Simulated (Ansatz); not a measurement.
Relaxation of AlH7O3Si2 (13 atoms, charge 0, multiplicity 1), to a largest force component of 0.02 eV/Å in at most 40 steps.

Level of theory: RKS PBE0-D4/STO-3G in Ansatz 0.2.0.

```xyz
13
Properties=species:S:1:pos:R:3
Al 0.000 0.000 0.000
O 0.000 0.000 1.780
H -0.909 -0.281 2.117
O 1.542 0.000 -0.890
Si 2.387 -1.376 -1.352
H 1.460 -2.351 -1.918
H 3.388 -1.020 -2.353
H 3.050 -1.955 -0.187
O -1.542 0.000 -0.890
Si -2.691 -1.224 -0.827
H -2.288 -2.220 0.162
H -3.983 -0.659 -0.450
H -2.801 -1.857 -2.138
```

**Question.** Where does it end, and by what steps?

**Answer.** The forces met the threshold. The force dipped under the threshold on the way, but the program's further checks kept it going. Limits of this set-up: minimal basis. After 24 steps the energy has fallen by 0.814 eV; H6 moved furthest, 1.77 Å.

```
step  energy less start (eV)  largest force component (eV/Å)  accepted
   0                  0.0000                           2.220       yes
   1                 -0.4662                           1.195       yes
   2                 -0.5557                           0.803       yes
   3                 -0.6015                           0.197       yes
   4                 -0.6249                           0.128       yes
   5                 -0.6377                           0.389       yes
   6                 -0.6512                           0.298       yes
   7                 -0.6893                           0.128       yes
   8                 -0.7159                           0.396       yes
   9                 -0.7371                           0.391       yes
  10                 -0.7706                           0.224       yes
  11                 -0.7794                           0.095       yes
  12                 -0.7789                           0.348        no
  13                 -0.7870                           0.057       yes
  14                 -0.7910                           0.131       yes
  15                 -0.7926                           0.295       yes
  16                 -0.7995                           0.139       yes
  17                 -0.8063                           0.019       yes
  18                 -0.8077                           0.247       yes
  19                 -0.8111                           0.079       yes
  20                 -0.8127                           0.045       yes
  21                 -0.8135                           0.058       yes
  22                 -0.8138                           0.031       yes
  23                 -0.8142                           0.021       yes
  24                 -0.8142                           0.009       yes
```

```xyz
13
Properties=species:S:1:pos:R:3
Al 0.098 -0.346 0.151
O -0.461 0.592 1.455
H -1.465 0.444 1.492
O 1.742 -0.266 -0.185
Si 2.343 -1.184 -1.468
H 1.756 -0.818 -2.742
H 3.766 -0.942 -1.545
H 2.138 -2.608 -1.283
O -0.841 -1.338 -0.838
Si -2.484 -1.561 -0.553
H -2.735 -2.254 0.697
H -3.216 -0.309 -0.494
H -3.029 -2.354 -1.631
```

Whether the end is a true minimum wasn't checked by a vibrational analysis.

Run time: 96 s on 1 thread of Arm Neoverse V1, with other jobs on the host, peak memory 0.13 GiB.
